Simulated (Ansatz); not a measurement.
Stepwise reaction of silicon tetrafluoride with water, as a gas-phase model of exchange steps in deposition or etching. ΔE in kJ/mol; ΔG adds harmonic PBE0-D4 terms to CCSD(T)/CBS, at 1 bar.

Isolated molecules relaxed with PBE0-D4/def2-TZVP in Ansatz; ΔE leaves out vibrations. CCSD(T)/CBS is the MP2 limit (def2-TZVPP, def2-QZVPP) plus CCSD(T) − MP2 in def2-TZVPP, frozen cores. This one scheme is used for every species. DFT in def2-TZVPP. B3LYP here is the variant with VWN-RPA as its local correlation; programs differ in this. Each species was taken in one conformer, which may not be the lowest.

```json
{"step": "1", "reaction": "`F[Si](F)(F)F` + H₂O → `O[Si](F)(F)F` + H–F", "PBE-D4": "30.0", "B3LYP-D4": "31.4", "ωB97M-V": "31.5", "CCSD(T)/CBS": "32.7", "ΔG(600 K)": "19.3"}
{"step": "2", "reaction": "`O[Si](F)(F)F` + H₂O → `O[Si](O)(F)F` + H–F", "PBE-D4": "33.9", "B3LYP-D4": "35.8", "ωB97M-V": "35.7", "CCSD(T)/CBS": "36.6", "ΔG(600 K)": "40.5"}
{"step": "3", "reaction": "`O[Si](O)(F)F` + H₂O → `O[Si](O)(O)F` + H–F", "PBE-D4": "36.5", "B3LYP-D4": "38.2", "ωB97M-V": "38.2", "CCSD(T)/CBS": "38.6", "ΔG(600 K)": "41.3"}
{"step": "4", "reaction": "`O[Si](O)(O)F` + H₂O → `O[Si](O)(O)O` + H–F", "PBE-D4": "37.5", "B3LYP-D4": "40.2", "ωB97M-V": "39.6", "CCSD(T)/CBS": "39.4", "ΔG(600 K)": "46.1"}
```

Question: By hand: ΔE of the 4 steps together at CCSD(T)/CBS.

Answer: (32.7) + (36.6) + (38.6) + (39.4) = 147.3 kJ/mol, or 36.8 kJ/mol a step.

In ΔE step 1 is the lowest and step 4 the highest. All are uphill at CCSD(T)/CBS. ΔG lies between 19.3 and 46.1 kJ/mol a step. PBE-D4 differs from CCSD(T)/CBS by -2.7 to -1.9 kJ/mol a step. Isolated molecules leave out the surface, adducts and barriers. Largest T1 diagnostic: 0.011.
